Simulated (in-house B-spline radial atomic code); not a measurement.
# Ge4+: [He] 2s2 (2p1/2)2 (2p3/2)3 3s2 (3p1/2)2 (3p3/2)3 3d10 4s2 (with a hole in an inner shell)

Computed with a B-spline radial code for spherical atoms: Dirac-Kohn-Sham relativistic LDA, spherical fractional occupations, Fermi nucleus of rms radius 4.0742 fm.

Effective charges: Z_r = [3n² - l(l+1)]/(2<r>) from the radius, Z_e = n√(-2ε) from the energy, and Slater's rules. Values are occupation-weighted means over j.

| shell | electrons | ε (eV) | <r> (bohr) | Z_r | Z_e | Slater |
| --- | --- | --- | --- | --- | --- | --- |
| 1s | 2 | -11073 | 0.04712 | 31.83 | 28.53 | 31.70 |
| 2s | 2 | -1486 | 0.2083 | 28.80 | 20.90 | 28.20 |
| 2p | 5 | -1327 | 0.1811 | 27.60 | 19.75 | 28.20 |
| 3s | 2 | -243.88 | 0.6069 | 22.24 | 12.70 | 21.95 |
| 3p | 5 | -192.03 | 0.618 | 20.23 | 11.27 | 21.95 |
| 3d | 10 | -103.76 | 0.6417 | 16.36 | 8.28 | 12.85 |
| 4s | 2 | -59.84 | 1.645 | 14.59 | 8.39 | 8.20 |

The least bound orbital is 4s1/2 at -59.84 eV, and it is also the most diffuse (<r> = 1.645 bohr). The part-filled 2p shell lies below the filled 4s shell in orbital energy.

For the 1s electron the small component carries 1.33 % of the norm, the zero-frequency Breit interaction raises the level by 15.8 eV, self-energy by 8.328 eV, and vacuum polarisation lowers it by 0.803 eV.
